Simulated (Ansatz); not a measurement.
BH₂SF₃⁺ (relaxed from a model of B(H2S)F3, whose bonding it doesn't keep). Total charge 1; doublet. Geometry PBE-D4/def2-SVP, that of the neutral singlet; atoms count from 1.

Cartesian coordinates in Å:
```
B -0.4596 -1.0567 0.1802
S 1.1569 1.1035 -0.0991
H 0.5706 1.4732 -1.2712
H 0.3216 1.9038 0.6193
F 0.1395 -1.7790 -0.7658
F -1.5698 -0.3781 -0.1249
F -0.1593 -1.2666 1.4614
```

In the doublet geometry the species has come apart into loosely held pieces.

**Question.** Estimate the Mulliken populations from the PBE0/def2-TZVP orbitals of Ansatz.

**Answer.** 
```tsv
atom	charge (e)	spin (α − β)
B1	0.48	-0.01
S2	0.37	0.99
H3	0.30	-0.02
H4	0.30	-0.02
F5	-0.15	0.02
F6	-0.16	0.03
F7	-0.15	0.02
```
Mulliken values depend strongly on the basis.

**Question.** Where does the spin sit?

**Answer.** Summed by element: B -0.01, S 0.99, H -0.05, F 0.07, of 1 unpaired in all. Largest on single atoms: S2 0.99, F6 0.03, H3 -0.02.

**Question.** And the Mayer bond orders between heavy atoms (over 0.3)?

**Answer.** B1–F5 1.28 (1.33 Å); B1–F6 1.26 (1.34 Å); B1–F7 1.28 (1.33 Å).
